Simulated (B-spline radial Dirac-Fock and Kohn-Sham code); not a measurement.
Method: Dirac-Fock ΔSCF + Breit + QED. Computed with a B-spline atomic structure program. Free neutral atoms.

Question: Order these X-ray lines by photon energy, lowest first.
A. Yb Lβ1
B. Gd Lγ3
C. Bi Lβ15
D. Os Lβ3
E. Hf Lα2
F. W Lγ3

Answer: E (7843.8 eV), B (8101.4 eV), A (8403.3 eV), D (10511.8 eV), F (11676.6 eV), C (12950.6 eV).
